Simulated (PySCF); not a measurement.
**Exercise with solution: dipole moment from atomic charges**

Zn(OH)(SiH3) (H4OSiZn), SMILES [Zn]([OH])[SiH3]. Atoms are numbered in the order given.

```xyz
7

Zn    -0.0760     0.3711    -0.2280
O     -0.3968     1.9388    -0.9886
H     -0.4162     1.9721    -1.9522
Si     0.3284    -1.6000     0.9345
H      0.3877    -2.7743     0.0062
H     -0.7449    -1.8859     1.9391
H      1.6298    -1.5569     1.6743
```

Geometry optimised at r2SCAN-D4/def2-SVP. The geometry has at least one imaginary mode, so it is a saddle point at that level. One conformer was computed; it need not be the lowest.

Charges (e) from B3LYP/def2-TZVPD (PySCF):

| atom | IAO | ESP fit |
|---|---|---|
| Zn1 | 1.179 | 0.645 |
| O2 | -1.120 | -0.741 |
| H3 | 0.352 | 0.316 |
| Si4 | -0.094 | -0.254 |
| H5 | -0.107 | -0.007 |
| H6 | -0.105 | 0.023 |
| H7 | -0.106 | 0.019 |

The dipole moment of the full density is 1.45 D.

**Question.** What dipole moment does each set of point charges give, and which comes closer to that of the density?

**Answer.** 
μ = Σ q r, and 1 e Å = 4.8032 D.
IAO: Σ q r = (0.041, -0.229, -0.318) e Å, |μ| = 1.90 D.
ESP fit: Σ q r = (0.041, -0.221, -0.192) e Å, |μ| = 1.42 D.
ESP fit comes closer in size. Point charges leave out the atoms' own dipoles (lone pairs, polarised bonds); fits to the potential absorb them, partitions of the density don't.
